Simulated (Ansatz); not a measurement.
Ansatz results at the PBE0-D4/def2-TZVP geometry: LUMO energy (PBE/def2-TZVPP) -1.56 eV; HOMO energy (B3LYP/def2-TZVPP) -7.09 eV; HOMO energy (ωB97M-V/def2-TZVPP) -9.47 eV.

Which molecule gave them?
A. `BO[SiH2]F`
B. `F[SiH]1[SiH2]CS1`
C. `FCOC1=C[SiH2]1`
D. `O[SiH]1[CH2][SnH2]1`

B. The others give `O[SiH]1[CH2][SnH2]1`: -1.55, -5.92, -8.04; `BO[SiH2]F`: -1.94, -8.56, -11.11; `FCOC1=C[SiH2]1`: -0.99, -7.27, -9.68.

B3LYP here is the variant with VWN-RPA as its local correlation; programs differ in this.
